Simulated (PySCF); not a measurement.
Cd(F)(SiH3) (CdFH₃Si), SMILES [Cd]([F])[SiH3].

Geometry: PBE0-D3(BJ)/def2-TZVP. The def2 effective core potentials stand for the cores of Cd; spin–orbit coupling is left out.

The numbers are results of TDDFT-M06-2X/def2-SVPD in PySCF, not measurements.

Vertical excitations; the highest root listed may be one member of a degenerate set. The molecule is in vacuum. State labels are in the subgroup Cs.

Q: Estimate the UV-visible absorptions. (The exact figures need the calculation; the answer reports its results.)

A: 
```
state  symmetry  energy (eV)  λ (nm)      f                                     main pairs
-----  --------  -----------  ------  -----  ---------------------------------------------
S1           A'         6.16     201  0.124                     HOMO→LUMO (degenerate set)
S2           A"         6.16     201  0.124                   HOMO→LUMO+1 (degenerate set)
S3           A'         6.45     192  0.594                               HOMO→LUMO+2 96 %
S4           A"         7.33     169  0.014  HOMO−1→LUMO+2, HOMO−3→LUMO+2 (degenerate set)
S5           A'         7.33     169  0.014  HOMO−2→LUMO+2, HOMO−4→LUMO+2 (degenerate set)
S6           A'         7.79     159  0.017                               HOMO→LUMO+3 68 %
S7           A"         7.81     159  0.000           HOMO−2→LUMO+1 44 %, HOMO−1→LUMO 44 %
S8           A'         7.87     157  0.001    HOMO−2→LUMO, HOMO−1→LUMO+1 (degenerate set)
S9           A"         7.87     157  0.001    HOMO−1→LUMO, HOMO−2→LUMO+1 (degenerate set)
S10          A"         7.97     156  0.001                               HOMO→LUMO+4 81 %
T1           A'         5.25     236      0                               HOMO→LUMO+2 92 %
T2           A"         5.30     234      0                   HOMO→LUMO+1 (degenerate set)
T3           A'         5.30     234      0                     HOMO→LUMO (degenerate set)
T4           A"         7.05     176      0         HOMO−1→LUMO+2 67 %, HOMO−3→LUMO+2 18 %
```
Triplets are in the Tamm–Dancoff approximation, which puts them higher than full response would, so one can lie above its singlet here.
